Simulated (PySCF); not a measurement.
Frontier orbitals and the lowest excitations

C6H14N2Si2.
Cartesian coordinates in Å at the PBE0-D3(BJ)/def2-SVP level; atoms count from 1:
```
atom  x, y, z in Å
C1     3.427    1.329    0.113
Si2    3.009   -0.446   -0.325
N3     1.376   -0.615   -0.913
Si4   -0.001   -1.354   -0.170
C5    -1.169   -0.107    0.659
C6    -2.566   -0.692    0.989
C7    -3.129    0.002   -0.264
C8    -1.875    0.910   -0.288
C9    -1.250    1.199   -1.569
N10   -0.722    1.374   -2.585
H11    3.300    1.985   -0.763
H12    4.472    1.418    0.452
H13    2.769    1.701    0.913
H14    3.110   -1.316    0.888
H15    3.988   -0.925   -1.352
H16    1.165   -0.126   -1.783
H17   -0.813   -2.107   -1.179
H18    0.465   -2.286    0.900
H19   -0.632    0.364    1.498
H20   -2.661   -1.789    1.029
H21   -2.983   -0.279    1.920
H22   -4.098    0.514   -0.183
H23   -3.153   -0.668   -1.135
H24   -2.066    1.865    0.225
```

Method: PySCF 2.14.0, density-fitted response routines, TDDFT wB97X-D/def2-SVPD, vertical, gas phase, core orbitals frozen in the response.

Kohn–Sham orbitals with the atoms that hold most of them (Löwdin shares over 4%, at most four atoms; ? is withheld):

| orbital | ε (eV) | atoms |
| --- | --- | --- |
| HOMO-3 | -10.98 | Si2 23%, H14 20%, N10 10%, H15 9% |
| HOMO-2 | -10.81 | N10 12%, Si4 11%, C5 10%, H17 10% |
| HOMO-1 | -10.59 | ? |
| HOMO | -9.05 | N3 46%, Si4 9%, C5 9%, Si2 8% |
| LUMO | 1.88 | ? |
| LUMO+1 | 1.91 | C9 19%, N10 16%, C8 7%, Si4 6% |
| LUMO+2 | 2.04 | N10 12%, C9 9%, C7 8%, Si2 8% |

**Question.** Which atoms hold the HOMO-1, and with what shares?

**Answer.** C5 (bonded to 2 C, Si and H) 17%; C1 (bonded to Si and 3 H) 13%; Si4 (bonded to C, N and 2 H) 12%; Si2 (bonded to C, N and 2 H) 8%. By element: carbon 30% or more, silicon 20%.

**Question.** Which atoms hold the LUMO, and with what shares?

**Answer.** H24 (bonded to C) 13%; H19 (bonded to C) 11%; C8 (bonded to 3 C and H) 11%; C9 (bonded to C and N) 8%. By element: hydrogen 25% or more, carbon 19% or more.

**Question.** How does S1 compare with the orbital gap of 10.93 eV?

**Answer.** S1 is at 6.64 eV (f = 0.011), 4.29 eV below the gap, made of HOMO→LUMO+1 (51%), HOMO→LUMO+2 (30%). Its leading pair isn't HOMO and LUMO; the energies of that pair differ by 10.96 eV. 

Next come S2 at 7.08 eV (f 0.014), HOMO→LUMO (56%), HOMO→LUMO+1 (17%); S3 at 7.26 eV (f 0.0015), HOMO→LUMO+2 (32%), HOMO→LUMO+1 (12%), HOMO→LUMO (9%); S4 at 7.42 eV (f 0.018), HOMO→LUMO+3 (49%), HOMO→LUMO+4 (15%); S5 at 7.49 eV (f 0.0028), HOMO-4→LUMO+1 (18%), HOMO-2→LUMO+1 (11%).

On one thread of an Arm Neoverse V2, shared host with 96 logical CPUs at a one-minute load of 18, this took 3.6 min of wall time and 1.6 GiB of memory at its peak.

One conformer stands for the species.
